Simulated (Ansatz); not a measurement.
A nudged elastic band was laid between two geometries of BClH2O + H2O (8 atoms, charge 0, multiplicity 1).

All numbers below come from RKS B3LYP-D4/cc-pVDZ in Ansatz.

```json
{"movable images": "9", "climbing image": "yes", "spring": "5.0 eV/Å²", "optimiser": "quadratic models (default)", "start path": "through a guess of the saddle point", "force threshold": "0.05 eV/Å", "iteration limit": "60", "end points": "relaxed"}
```

Image 0:

```xyz
8
Properties=species:S:1:pos:R:3
B 0.024 -0.076 0.092
Cl 0.041 -0.789 1.794
H 1.078 0.057 -0.457
O -1.103 -0.297 -0.666
H -1.813 -0.702 -0.149
O -0.207 1.828 0.590
H -1.043 2.044 0.144
H -0.423 1.804 1.538
```

Image 10:

```xyz
8
Properties=species:S:1:pos:R:3
B -0.579 0.041 -0.284
Cl 1.197 1.258 3.238
H 0.232 -0.837 -0.150
O -1.476 0.115 -1.305
H -1.402 -0.618 -1.929
O -0.595 1.033 0.663
H -1.273 1.706 0.492
H 0.448 1.171 2.161
```

Q: What changes between the two ends?

A: Bonds broken: B1–Cl2, O6–H8. Bonds formed: B1–O6, Cl2–H8. BClH2O + H2O becomes BH3O2 + ClH.

Q: What energy profile does the band end with?

A: The forces met the threshold. The highest image is number 4 of 0 to 10, 0.40 eV above the first end and 0.99 eV above the last; the last end lies 0.59 eV below the first. A vibrational analysis at the climbing image gives one clearly imaginary mode, 562i cm⁻¹: a first-order saddle point. The orbitals stay closed-shell, which can raise the energy where a bond breaks towards radicals; this wasn't checked here.

| image | path coordinate (Å) | energy (eV) | B1–Cl2 (Å) | O6–H8 (Å) | B1–O6 (Å) |
| --- | --- | --- | --- | --- | --- |
| 0 | 0.00 | 0.00 | 1.85 | 0.97 | 1.98 |
| 1 | 0.60 | 0.09 | 1.88 | 0.98 | 1.73 |
| 2 | 1.19 | 0.09 | 1.88 | 0.98 | 1.70 |
| 3 | 1.79 | 0.09 | 1.94 | 0.99 | 1.67 |
| 4 | 2.38 | 0.40 | 2.36 | 1.12 | 1.52 |
| 5 | 3.00 | -0.30 | 2.85 | 1.67 | 1.39 |
| 6 | 3.62 | -0.51 | 3.38 | 1.90 | 1.38 |
| 7 | 4.23 | -0.55 | 3.68 | 1.88 | 1.37 |
| 8 | 4.85 | -0.57 | 3.90 | 1.85 | 1.37 |
| 9 | 5.47 | -0.58 | 4.05 | 1.83 | 1.37 |
| 10 | 6.09 | -0.59 | 4.13 | 1.83 | 1.37 |

Q: What is the geometry of the highest image?

A: 
```xyz
8
Properties=species:S:1:pos:R:3:forces:R:3
B -0.186 0.246 -0.020 0.01 -0.03 0.02
Cl 0.062 -0.162 2.287 0.00 -0.01 0.01
H 0.865 -0.176 -0.397 0.00 0.01 -0.01
O -1.423 -0.110 -0.451 -0.01 0.01 -0.01
H -1.452 -0.986 -0.856 0.01 0.00 0.00
O -0.182 1.695 0.440 -0.01 0.01 0.02
H -1.097 2.033 0.397 0.01 0.01 -0.01
H -0.032 1.328 1.487 0.00 0.00 -0.02
```

Q: What are the harmonic wavenumbers there?

A: 562i, 226, 397, 429, 463, 481, 624, 853, 946, 1001, 1063, 1153, 1327, 1408, 1838, 2714, 3705, 3842 cm⁻¹.

The run took 7.7 min on 1 thread of Arm Neoverse V1, with other jobs on the host, peak memory 0.15 GiB.
